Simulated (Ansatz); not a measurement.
Which isomer of C2H7BrSi gives these data?

These gas-phase data were calculated for one isomer of C2H7BrSi at PBE0-D3(BJ)/def2-SVP (harmonic, unscaled wavenumbers; equilibrium rotational constants with average atomic masses):

* rotational constants: 5.314, 1.975, 1.574 GHz
* all wavenumbers above 1500 cm⁻¹: 3177, 3177, 3164, 3163, 3059, 3058, 2238
* dipole moment: 2.28 D (PBE0/def2-TZVPD)

Candidates:

(1) `C[SiH](C)Br`, a singlet
(2) `CC[SiH2]Br`, a singlet

Q: Assign the data to one candidate and say why.

A: Candidate (1). 1 mode lies between 2000 and 2380 cm⁻¹, one for each Si–H bond, while (2) has 2.

The same quantities for all candidates:

|  | rotational constants (GHz) | wavenumbers above 1500 cm⁻¹ | dipole (D) | E above the lowest, PBE0-D3(BJ)/def2-SVP (kcal/mol) |
| --- | --- | --- | --- | --- |
| (1) | 5.314, 1.975, 1.574 | 3177, 3177, 3164, 3163, 3059, 3058, 2238 | 2.28 | 0.0 |
| (2) | 6.34, 1.716, 1.441 | 3153, 3147, 3111, 3055, 3051, 2251, 2241 | 2.03 | 12.4 |

Harmonic stretches to hydrogen usually lie a few per cent above observed fundamentals. Each candidate is one conformer. Programs: Ansatz 0.2.0.
